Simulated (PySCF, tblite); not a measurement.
Parent: `[CH3:1][C@H:2]([SiH3:3])[C:4](=[S:5])[CH2:6][F:7]` with C1–C2–C4–S5 23°, C2–C4–C6–F7 1°, C4H9FSSi.

Structures optimised with GFN2-xTB, isolated species. One conformer each, not checked by frequencies here.

| coordinate of the parent | value |
| --- | --- |
| C1–C2 | 1.521 Å |
| C2–Si3 | 1.946 Å |
| C2–C4 | 1.461 Å |
| C4=S5 | 1.634 Å |
| C4–C6 | 1.501 Å |
| C6–F7 | 1.373 Å |
| C1–C2–Si3 | 109.8° |
| C1–C2–C4 | 113.9° |
| Si3–C2–C4 | 106.7° |
| C2–C4–S5 | 124.2° |
| C2–C4–C6 | 118.5° |
| S5–C4–C6 | 117.2° |
| C4–C6–F7 | 113.1° |

Problem. How does the shared frame change in `[CH3:1][C@@:2]([F:3])([SiH3:4])[C:5](=[S:6])[CH2:7][F:8]` with C1–C2–C5–S6 -37°, C2–C5–C7–F8 49°, C4H8F2SSi? Atoms pair as C1 = C1, C2 = C2, Si3 = Si4, C4 = C5, S5 = S6, C6 = C7, F7 = F8 (parent first).

Solution. 
```
   parent   relative  value in the relative  change
    C1–C2      C1–C2                1.520 Å  -0.001
   C2–Si3     C2–Si4                1.970 Å  +0.024
    C2–C4      C2–C5                1.465 Å  +0.004
    C4=S5      C5=S6                1.631 Å  -0.003
    C4–C6      C5–C7                1.503 Å  +0.002
    C6–F7      C7–F8                1.372 Å  -0.001
C1–C2–Si3  C1–C2–Si4                 110.6°    +0.8
 C1–C2–C4   C1–C2–C5                 114.4°    +0.5
Si3–C2–C4  Si4–C2–C5                 107.8°    +1.1
 C2–C4–S5   C2–C5–S6                 122.4°    -1.8
 C2–C4–C6   C2–C5–C7                 118.2°    -0.3
 S5–C4–C6   S6–C5–C7                 119.4°    +2.2
 C4–C6–F7   C5–C7–F8                 112.0°    -1.1
```

Of the parent's bonds, C2–Si3 changes most (+0.024 Å). Bonds of the relative outside the shared frame: C2–F3 1.394 Å. Point group C1 → C1.

Problem. How does the shared frame change in `[CH3:1][C@:2]([SiH3:3])([C:4](=[S:5])[CH2:6][F:7])[CH:8]([F:9])[F:10]` with C1–C2–C4–S5 23°, C2–C4–C6–F7 -36°, C1–C2–C8–F9 -57°, C5H9F3SSi? Atoms pair as C1 = C1, C2 = C2, Si3 = Si3, C4 = C4, S5 = S5, C6 = C6, F7 = F7 (parent first).

Solution. 
```csv
parent,relative,value in the relative,change
C1–C2,C1–C2,1.531 Å,+0.010
C2–Si3,C2–Si3,1.959 Å,+0.013
C2–C4,C2–C4,1.473 Å,+0.012
C4=S5,C4=S5,1.632 Å,-0.002
C4–C6,C4–C6,1.502 Å,+0.001
C6–F7,C6–F7,1.376 Å,+0.003
C1–C2–Si3,C1–C2–Si3,107.6°,-2.2
C1–C2–C4,C1–C2–C4,112.0°,-1.9
Si3–C2–C4,Si3–C2–C4,107.6°,+0.9
C2–C4–S5,C2–C4–S5,122.7°,-1.5
C2–C4–C6,C2–C4–C6,120.6°,+2.1
S5–C4–C6,S5–C4–C6,116.6°,-0.6
C4–C6–F7,C4–C6–F7,113.5°,+0.4
```

Of the parent's bonds, C2–Si3 and C2–C4 change most and about equally (+0.012 to +0.013 Å). Bonds of the relative outside the shared frame: C2–C8 1.522, C8–F9 1.357, C8–F10 1.361 Å. Point group C1 → C1.

Problem. How does the shared frame change in `[CH2:1]=[C:2]([CH3:3])[C@@:4]([CH3:5])([SiH3:6])[C:7](=[S:8])[CH2:9][F:10]` with C1–C2–C4–C5 80°, C2–C4–C7–S8 137°, C4–C7–C9–F10 -9°, C7H13FSSi? Atoms pair as C1 = C5, C2 = C4, Si3 = Si6, C4 = C7, S5 = S8, C6 = C9, F7 = F10 (parent first).

Solution. 
```
   parent   relative  value in the relative  change
    C1–C2      C5–C4                1.532 Å  +0.011
   C2–Si3     C4–Si6                1.955 Å  +0.009
    C2–C4      C4–C7                1.471 Å  +0.010
    C4=S5      C7=S8                1.635 Å  +0.001
    C4–C6      C7–C9                1.501 Å   0.000
    C6–F7     C9–F10                1.371 Å  -0.002
C1–C2–Si3  C5–C4–Si6                 106.6°    -3.2
 C1–C2–C4   C5–C4–C7                 111.9°    -2.0
Si3–C2–C4  Si6–C4–C7                 103.0°    -3.7
 C2–C4–S5   C4–C7–S8                 124.1°    -0.1
 C2–C4–C6   C4–C7–C9                 119.7°    +1.2
 S5–C4–C6   S8–C7–C9                 116.1°    -1.1
 C4–C6–F7  C7–C9–F10                 114.0°    +0.9
```

Of the parent's bonds, C1–C2 and C2–C4 change most and about equally (+0.010 to +0.011 Å). Bonds of the relative outside the shared frame: C1=C2 1.325, C2–C3 1.495, C2–C4 1.515 Å. Point group C1 → C1.

Problem. How does the shared frame change in `[CH3:1][C@:2]([SiH3:3])([C:4](=[S:5])[CH2:6][F:7])[CH:8]1[CH2:9][CH2:10]1` with C1–C2–C4–S5 20°, C2–C4–C6–F7 -40°, C1–C2–C8–C9 56°, C7H13FSSi? Atoms pair as C1 = C1, C2 = C2, Si3 = Si3, C4 = C4, S5 = S5, C6 = C6, F7 = F7 (parent first).

Solution. 
```csv
parent,relative,value in the relative,change
C1–C2,C1–C2,1.528 Å,+0.007
C2–Si3,C2–Si3,1.961 Å,+0.015
C2–C4,C2–C4,1.470 Å,+0.009
C4=S5,C4=S5,1.637 Å,+0.003
C4–C6,C4–C6,1.503 Å,+0.002
C6–F7,C6–F7,1.375 Å,+0.002
C1–C2–Si3,C1–C2–Si3,106.4°,-3.4
C1–C2–C4,C1–C2–C4,111.3°,-2.6
Si3–C2–C4,Si3–C2–C4,105.3°,-1.4
C2–C4–S5,C2–C4–S5,123.8°,-0.4
C2–C4–C6,C2–C4–C6,120.2°,+1.7
S5–C4–C6,S5–C4–C6,116.0°,-1.2
C4–C6–F7,C4–C6–F7,113.9°,+0.8
```

Of the parent's bonds, C2–Si3 changes most (+0.015 Å). Bonds of the relative outside the shared frame: C2–C8 1.522, C8–C9 1.503, C9–C10 1.499, C8–C10 1.497 Å. Point group C1 → C1.

Problem. How does the shared frame change in `[CH2:1]=[CH:2][C@@:3]([CH3:4])([SiH3:5])[C:6](=[S:7])[CH2:8][F:9]` with C1–C2–C3–C4 -2°, C2–C3–C6–S7 149°, C3–C6–C8–F9 -41°, C6H11FSSi? Atoms pair as C1 = C4, C2 = C3, Si3 = Si5, C4 = C6, S5 = S7, C6 = C8, F7 = F9 (parent first).

Solution. 
```tsv
parent	relative	value in the relative	change
C1–C2	C4–C3	1.526 Å	+0.005
C2–Si3	C3–Si5	1.971 Å	+0.025
C2–C4	C3–C6	1.468 Å	+0.007
C4=S5	C6=S7	1.637 Å	+0.003
C4–C6	C6–C8	1.504 Å	+0.003
C6–F7	C8–F9	1.375 Å	+0.002
C1–C2–Si3	C4–C3–Si5	106.3°	-3.5
C1–C2–C4	C4–C3–C6	111.9°	-2.0
Si3–C2–C4	Si5–C3–C6	105.0°	-1.7
C2–C4–S5	C3–C6–S7	123.2°	-1.0
C2–C4–C6	C3–C6–C8	121.1°	+2.6
S5–C4–C6	S7–C6–C8	115.7°	-1.5
C4–C6–F7	C6–C8–F9	114.1°	+1.0
```

Of the parent's bonds, C2–Si3 changes most (+0.025 Å). Bonds of the relative outside the shared frame: C1=C2 1.322, C2–C3 1.495 Å. Point group C1 → C1.

These are computed values.
